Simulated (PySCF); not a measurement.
A structure optimised at B3LYP-D3(BJ)/def2-SVP, used in a PySCF frequency run:

```
Ge
O 1 1.7943
H 2 0.9654 1 112.37
N 1 1.8213 2 101.07 3 161.11
H 4 1.0166 1 115.83 2 -177.20
H 4 1.0169 5 110.23 1 -133.15
N 1 1.8277 2 116.94 3 -85.68
H 7 1.0174 1 116.62 2 76.35
H 7 1.0183 8 109.72 1 132.57
H 1 1.5503 2 108.23 3 34.01
```
Charge 0, spin multiplicity 1.

Problem. Write its SMILES and formula.

Solution. [NH2][GeH]([NH2])[OH], GeH6N2O

Problem. What are its rotational constants (standard atomic weights)?

Solution. 5.8363, 5.0801, 3.3192 GHz
